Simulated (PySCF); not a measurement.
H2O3S, SMILES O=S(O)O.

Geometry optimised at B3LYP-D3(BJ)/def2-SVP. One conformer was computed; it need not be the lowest.

All values below come from PBE/def2-TZVPD run with PySCF.

Symmetry labels are those of the subgroup Cs that the program uses (full group Cs).

**Question.** List the valence orbital energies around the gap with their symmetry. (An estimate is asked for; the answer gives what the named calculation found.)

**Answer.** 
```
orbital  symmetry  energy (eV)
-------  --------  -----------
HOMO−7         A'       -12.71
HOMO−6         A'       -11.93
HOMO−5         A"       -11.17
HOMO−4         A'        -9.57
HOMO−3         A'        -9.20
HOMO−2         A"        -8.53
HOMO−1         A"        -7.67
HOMO           A'        -7.20
LUMO           A"        -1.29
LUMO+1         A'        -1.16
LUMO+2         A'        -0.59
LUMO+3         A"         0.20
```
